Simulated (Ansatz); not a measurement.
CH₅IOSi (`[SiH3]OCI`), charge 0, multiplicity 1.

Question: Give a relaxed structure at PBE0-D4/def2-TZVP (Ansatz 0.2.0). (An estimate is asked.)

Answer: The calculation gave: 
Cartesian coordinates in Å:
```
Si 0.487 1.180 0.489
O 0.729 -0.260 -0.308
C -0.268 -1.102 -0.707
I -1.329 -2.057 0.955
H 0.299 0.958 1.941
H 1.712 1.969 0.235
H -0.712 1.852 -0.080
H -1.066 -0.603 -1.260
H 0.147 -1.937 -1.265
```
This is one stationary point; other conformers may exist.
